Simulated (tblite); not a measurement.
C5H13OP.
Cartesian coordinates in Å at the GFN2-xTB level; atoms count from 1:
```xyz
20
C5H13OP angstrom
C     -2.0144    0.4094    1.4572
C     -1.1003   -0.2957    0.4588
C     -1.7322   -0.3445   -0.9267
C      0.2573    0.3994    0.3910
P      1.3955   -0.5257   -0.7054
C      3.0448    0.2218   -0.4581
O      1.3718   -1.9791   -0.5261
H     -2.2114    1.4307    1.1359
H     -1.5574    0.4410    2.4438
H     -2.9643   -0.1134    1.5368
H     -0.9282   -1.3246    0.7934
H     -1.1011   -0.9267   -1.5974
H     -2.7104   -0.8177   -0.8851
H     -1.8508    0.6589   -1.3330
H      0.1574    1.4283    0.0421
H      0.7239    0.4126    1.3822
H      1.0745   -0.1053   -1.9968
H      3.0286    1.2992   -0.5916
H      3.3812   -0.0261    0.5482
H      3.7303   -0.2318   -1.1724
```

Method: GFN2-xTB as coded in tblite; computed harmonic values from a numerical Hessian at the method's own geometry, unscaled. This tight-binding method is rough: wavenumbers can miss measured ones by several per cent, in bad cases by 10 to 20. Modes of hydrogen on phosphorus can be 10 to 20 % off. One conformer, not necessarily the lowest.

Harmonic wavenumbers (cm⁻¹): 74.9, 86.0, 130.3, 173.9, 211.9, 221.0, 257.8, 299.4, 331.1, 361.0, 407.9, 435.2, 693.3, 735.9, 758.3, 826.8, 841.2, 882.6, 931.8, 951.2, 970.9, 986.3, 990.0, 1043.5, 1133.6, 1180.9, 1207.2, 1223.0, 1274.4, 1316.5, 1322.2, 1331.1, 1404.7, 1418.1, 1421.2, 1427.9, 1437.0, 1487.6, 1496.9, 1502.4, 1505.9, 2276.4, 2920.9, 2940.1, 2968.0, 2996.8, 3005.3, 3011.9, 3017.0, 3025.8, 3033.0, 3036.8, 3039.1, 3043.3.

A = 3985, B = 1202, C = 1081 MHz; mass 120.070 u (most abundant isotopes); point group C1, symmetry number 1.

Zero-point energy?

½Σν̃ = 37504 cm⁻¹ = 448.64 kJ/mol.

What is S at 298.15 K and 1 bar for an ideal gas of classical rigid rotors and harmonic oscillators?

Translation 168.57, rotation 119.33, vibration 111.68: S = 399.6 J/(mol K).

And Cp and H(298.15 K) − H(0)?

Cp = 156.61 J/(mol K), of which vibrations give 123.35 (their classical limit is 54 R = 449.0); H(298.15 K) − H(0) = 28.34 kJ/mol without the zero-point energy, 18.42 from vibrations.

How do the functions run with temperature in this model?

| T (K) | S (J/(mol K)) | Cp (J/(mol K)) | H − H(0) (kJ/mol) | G − H(0) (kJ/mol) | ln q(vib) |
| --- | --- | --- | --- | --- | --- |
| 100 | 279.2 | 76.8 | 5.13 | -22.79 | 1.16 |
| 200 | 345.5 | 117.4 | 14.93 | -54.18 | 3.55 |
| 300 | 400.5 | 157.4 | 28.63 | -91.54 | 6.05 |
| 500 | 499.9 | 235.3 | 68.17 | -181.75 | 11.03 |
| 800 | 629.4 | 315.7 | 151.80 | -351.71 | 18.30 |
| 1000 | 703.9 | 351.8 | 218.73 | -485.19 | 22.89 |

q(vib) and H(0) count from the zero-point level.

Which modes carry the vibrational entropy at 298.15 K?

74.9 cm⁻¹: 16.82; 86.0 cm⁻¹: 15.69; 130.3 cm⁻¹: 12.31; 173.9 cm⁻¹: 10.01; 211.9 cm⁻¹: 8.48; 221.0 cm⁻¹: 8.16 J/(mol K); the other 48 give 40.21 together.

Hindered rotation and anharmonicity are outside this model. Other conformers, if any are populated, would add a mixing term that is left out. The structure is chiral; the term R ln 2 for an equal mix with its mirror image is left out.
